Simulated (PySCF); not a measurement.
The multiplicity is imposed and other spin states were not computed.

Cartesian coordinates (Å):
```xyz
5

Zn     0.0470     0.1367    -0.0668
N     -0.5232    -0.8939    -1.4712
H     -0.4492    -1.9023    -1.2862
H      0.0137    -0.7298    -2.3323
Br     0.5243     1.5037     1.6504
```
Charge 0, multiplicity 1.

Question: Predict the charge on the central atom (Mulliken), total energy and HOMO from PySCF 2.14.0 with TPSSh-D3(BJ)/def2-TZVP // TPSS-D3(BJ)/def2-SVP.

Answer: 
```yaml
charge on the central atom (Mulliken): 0.48 e
total_energy: -119988.84 eV
HOMO: -6.70 eV
```
